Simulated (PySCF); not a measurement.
# Level sweep

Bromobenzene, C6H5Br.
SMILES: `Brc1ccccc1`

PySCF, dipoles from the SCF density, polarisabilities from static response with core orbitals frozen. Isolated species at its PBE0-D3(BJ)/def2-SVP geometry, gas phase. Relativistic effects, spin–orbit coupling among them, are left out although an element past zinc is present.

Which levels come closest to the reference values?

| level | μ (D) | error (%) | α (au) | error (%) | anisotropy (au) |
| --- | --- | --- | --- | --- | --- |
| LDA/def2-SVPD | 1.672 | -1.6 | 93.14 | -6.1 | 61.37 |
| PBE/def2-SVPD | 1.668 | -1.9 | 92.69 | -6.6 | 61.52 |
| B3LYP/def2-SVPD | 1.743 | +2.5 | 91.08 | -8.2 | 59.36 |
| PBE0/def2-SVPD | 1.776 | +4.5 | 90.05 | -9.2 | 58.37 |
| BHandHLYP/def2-SVPD | 1.850 | +8.8 | 88.76 | -10.5 | 56.73 |
| CAM-B3LYP/def2-SVPD | 1.792 | +5.4 | 89.61 | -9.7 | 57.34 |
| wB97X-D/def2-SVPD | 1.825 | +7.4 | 89.87 | -9.4 | 56.67 |
| LC-wPBE/def2-SVPD | 1.830 | +7.6 | 87.40 | -11.9 | 55.03 |
| HF/def2-SVPD | 2.025 | +19.1 | 87.19 | -12.1 | 53.89 |
| PBE0/6-31G* | 1.885 | +10.9 | 72.40 | -27.0 | 68.58 |
| PBE0/def2-SVP | 1.621 | -4.7 | 75.15 | -24.2 | 63.64 |
| PBE0/aug-cc-pVDZ | 1.784 | +4.9 | 91.25 | -8.0 | 58.82 |
| PBE0/def2-TZVP | 1.764 | +3.8 | 86.25 | -13.1 | 61.59 |

Reference dipole: 1.700 D (measured, gas; NIST CCCBDB Release 22 (SRD 101), experimental dipoles). Reference polarisability: 14.700 Å³ (measured, gas; NIST CCCBDB Release 22 (SRD 101), experimental polarizabilities). The anisotropy is √(½[(α1 − α2)² + (α2 − α3)² + (α3 − α1)²]). For the dipole, the smallest error is 1.6% (LDA/def2-SVPD) and the largest 19.1% (HF/def2-SVPD). For the polarisability, the smallest error is 6.1% (LDA/def2-SVPD) and the largest 27.0% (PBE0/6-31G*). The dipole runs from 1.62 D (PBE0/def2-SVP) to 2.03 D (HF/def2-SVPD). In one basis (def2-SVPD) the functionals order the polarisability from HF (lowest) to LDA (highest), a spread of 7%. With PBE0 the polarisability is 77.94 au without diffuse functions (mean of 6-31G*, def2-SVP and def2-TZVP) and 90.65 au with them (mean of def2-SVPD and aug-cc-pVDZ). Measured values can belong to vibrating molecules; the computed ones are for one fixed geometry.
